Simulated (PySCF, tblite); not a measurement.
Species: C6H12P (charge -1).
Z-matrix (Å and degrees, GFN2-xTB geometry), rows numbered from 1:
```
C 
C   1  1.5004
C   2  1.3449  1  123.32
P   3  1.7603  2  132.84  1  -178.58
C   4  1.8764  3  101.11  2    -1.72
C   5  1.5233  4  113.30  3   -77.44
C   6  1.5259  5  112.40  4   179.15
H   1  1.0973  2  111.44  3   119.14
H   1  1.0972  2  111.59  3  -121.36
H   1  1.0897  2  110.56  3    -1.04
H   2  1.0811  1  115.00  3  -178.78
H   3  1.0901  2  117.42  1     0.70
H   5  1.0947  4  109.12  3    46.38
H   5  1.0962  4  106.29  3   162.14
H   6  1.0916  5  108.69  4    57.37
H   6  1.0932  5  108.62  4   -59.10
H   7  1.0899  6  110.46  5    59.53
H   7  1.0910  6  111.11  5   179.90
H   7  1.0895  6  110.29  5   -59.95
```

The geometry is computed with GFN2-xTB (gas phase).

Masses are those of the commonest isotopes; rigid-rotor values at the optimised geometry. The values belong to one conformer with, in the numbering `[CH3:1]/[CH:2]=[CH:3]/[P-:4][CH2:5][CH2:6][CH3:7]`, C2–C3–P4–C5 -2°, C3–P4–C5–C6 -77°, P4–C5–C6–C7 179°.

Question: What are A, B and C (MHz)?

Answer: Ia = 188.08, Ib = 416.18, Ic = 570.57 u·Å²; 505379 MHz·u·Å²/I gives A = 2687, B = 1214, C = 885.7 MHz.

Question: Classify the top.

Answer: An asymmetric top. Ray's parameter κ = (2B − A − C)/(A − C) = -0.635; −1 is the prolate and +1 the oblate limit.

Question: What does the inertial defect say?

Answer: Not planar: Δ = Ic − Ia − Ib = -33.69 u·Å². For a rigid frame Δ = −2 Σ m c², so Σ m c² = 16.84 u·Å² lies off the ab plane: 9.14 from hydrogen and 7.70 from heavier atoms. The atom farthest from that plane is 1.41 Å away.

Question: Give the other two planar moments, Paa and Pbb, and the rms extents of the mass along the axes.

Answer: Paa = Σ m a² = (Ib + Ic − Ia)/2 = 399.33 and Pbb = Σ m b² = (Ia + Ic − Ib)/2 = 171.24 u·Å². With the mass M = 115.07 u, the rms extents √(P/M) along a, b and c are 1.86, 1.22, 0.38 Å.

Question: Give the coordinates in the principal-axis frame, origin at the centre of mass.

Answer: The sense of each axis is arbitrary; atoms in the order of the calculation.
```tsv
atom	mass (u)	a (Å)	b (Å)	c (Å)
C1	12.000	2.949	1.465	-0.006
C2	12.000	1.630	0.763	-0.149
C3	12.000	1.447	-0.534	0.155
P4	30.974	0.050	-1.600	0.057
C5	12.000	-1.264	-0.418	-0.574
C6	12.000	-1.814	0.504	0.507
C7	12.000	-2.865	1.471	-0.032
H8	1.008	3.306	1.848	-0.970
H9	1.008	2.878	2.324	0.673
H10	1.008	3.704	0.784	0.387
H11	1.008	0.828	1.374	-0.537
H12	1.008	2.306	-1.087	0.533
H13	1.008	-0.854	0.163	-1.406
H14	1.008	-2.073	-1.041	-0.972
H15	1.008	-0.985	1.065	0.944
H16	1.008	-2.247	-0.109	1.302
H17	1.008	-3.703	0.921	-0.460
H18	1.008	-3.245	2.119	0.759
H19	1.008	-2.436	2.098	-0.813
```

Question: Estimate the classical rotational partition function at 10 K, 25 K and 50 K.

Answer: Point group C1, symmetry number σ = 1; q = (√π/σ)·√((kT/h)³/(ABC)), k/h = 20836.6 MHz/K: 3140 at 10 K, 12400 at 25 K, 35100 at 50 K.

Its GFN2-xTB frequencies are all real (lowest 58 cm⁻¹). These are rigid-rotor constants of the computed structure; measured ground-state constants (B0) also hold zero-point vibration.
